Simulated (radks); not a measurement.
Q: These are the eigenvalues of the occupied orbitals of an atom or ion with whole-number occupations (hartree). All-electron calculation, scalar-relativistic Kohn-Sham, exchange-only PBE, spin-polarised, spherical densities, point nucleus. Program: a radial shooting solver on a logarithmic mesh with Libxc functionals.

| orbital | eigenvalue |
|---|---|
| 1s up | -2040.817 |
| 1s down | -2040.817 |
| 2s up | -342.3215 |
| 2s down | -342.3201 |
| 2p up | -303.3741 |
| 2p down | -303.3730 |
| 3s up | -77.39607 |
| 3s down | -77.33047 |
| 3p up | -65.49786 |
| 3p down | -65.43236 |
| 3d up | -50.40253 |
| 3d down | -50.35258 |
| 4s up | -16.27790 |
| 4s down | -16.13328 |
| 4p up | -12.35824 |
| 4p down | -12.21551 |
| 4d up | -7.06610 |
| 4d down | -6.92548 |
| 5s up | -2.92689 |
| 5s down | -2.85640 |
| 5p up | -1.97851 |
| 5p down | -1.92746 |
| 4f up | -1.29303 |
| 4f down | -1.16674 |

Which element is it, and in what charge state? The configuration may be excited. Open shells, if any, are filled with parallel spins first.

A: Z = 67, holmium, charge +3: Ho3+ in [Xe] 4f10. The list shows which subshells hold electrons but not how many an open one holds; the 1s level, -2040.8 hartree, gives Z - s = 63.9 by -(Z - s)^2/2, which with screening and relativity narrows Z to a few neighbours, and the depths of the outer levels then fix element, charge and occupations together.
